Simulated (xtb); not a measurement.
xtb input (GFN1-xTB):

```bash
xtb mol.xyz --gfn 1 --sp --chrg 0 --uhf 0
```
mol.xyz:
```
3

Ti    -0.06250553    -0.34995921    -0.15182726
O      1.12299645     0.66889612    -0.65082988
O     -0.95110625     0.29349171     1.06835486
```

End of the output:

```
         :::::::::::::::::::::::::::::::::::::::::::::::::::::
         ::                     SUMMARY                     ::
         :::::::::::::::::::::::::::::::::::::::::::::::::::::
         :: total energy             -10.612880977716 Eh    ::
         :: gradient norm              0.037606194504 Eh/a0 ::
         :: HOMO-LUMO gap              2.283340851524 eV    ::
         ::.................................................::
         :: SCC energy               -10.662506399198 Eh    ::
         :: -> electrostatic           0.139522190736 Eh    ::
Note: The following floating-point exceptions are signalling: IEEE_UNDERFLOW_FLAG IEEE_DENORMAL
normal termination of xtb
         :: repulsion energy           0.050091906357 Eh    ::
         :: dispersion energy         -0.000466484875 Eh    ::
         :: halogen bond corr.         0.000000000000 Eh    ::
         :: add. restraining           0.000000000000 Eh    ::
         :: total charge               0.000000000000 e     ::
         :::::::::::::::::::::::::::::::::::::::::::::::::::::

           -------------------------------------------------
          |                Property Printout                |
           -------------------------------------------------

    * Orbital Energies and Occupations

         #    Occupation            Energy/Eh            Energy/eV
      -------------------------------------------------------------
         1        2.0000           -0.8449808             -22.9931
         2        2.0000           -0.7544993             -20.5310
         3        2.0000           -0.5704551             -15.5229
         4        2.0000           -0.5439996             -14.8030
         5        2.0000           -0.5374863             -14.6257
         6        2.0000           -0.5216377             -14.1945
         7        2.0000           -0.5215109             -14.1910
         8        2.0000           -0.5107261             -13.8976 (HOMO)
         9                         -0.4268149             -11.6142 (LUMO)
        10                         -0.3945969             -10.7375
        11                         -0.3863413             -10.5129
        12                         -0.3600162              -9.7965
        13                         -0.3200281              -8.7084
        14                         -0.2494641              -6.7883
        15                         -0.2252128              -6.1284
        16                          0.1351384               3.6773
        17                          0.2620776               7.1315
      -------------------------------------------------------------
                  HL-Gap            0.0839112 Eh            2.2833 eV
             Fermi-level           -0.4687705 Eh          -12.7559 eV

  Mulliken/CM5 charges         n(s)   n(p)   n(d)
     1Ti    0.98323  1.50803   0.958  1.001  1.057
     2O    -0.49161 -0.75401   1.574  4.917  0.000
     3O    -0.49161 -0.75401   1.574  4.917  0.000

Wiberg/Mayer (AO) data.
largest (>0.10) Wiberg bond orders for each atom

 ---------------------------------------------------------------------------
     #   Z sym  total        # sym  WBO       # sym  WBO       # sym  WBO
 ---------------------------------------------------------------------------
     1  22 Ti   4.337 --     3 O    2.169     2 O    2.169
     2   8 O    2.339 --     1 Ti   2.169     3 O    0.170
     3   8 O    2.339 --     1 Ti   2.169     2 O    0.170
 ---------------------------------------------------------------------------

Topologies differ in total number of bonds
Writing topology from bond orders to xtbtopo.mol

 dipole moment from electron density (au)
     X       Y       Z
  -0.5170  -2.8949  -1.2559  total (Debye):    8.128

           -------------------------------------------------
          | TOTAL ENERGY              -10.612880977716 Eh   |
          | GRADIENT NORM               0.037606194504 Eh/α |
          | HOMO-LUMO GAP               2.283340851524 eV   |
           -------------------------------------------------

------------------------------------------------------------------------
------------------------------------------------------------------------
 total:
 SCF:
```
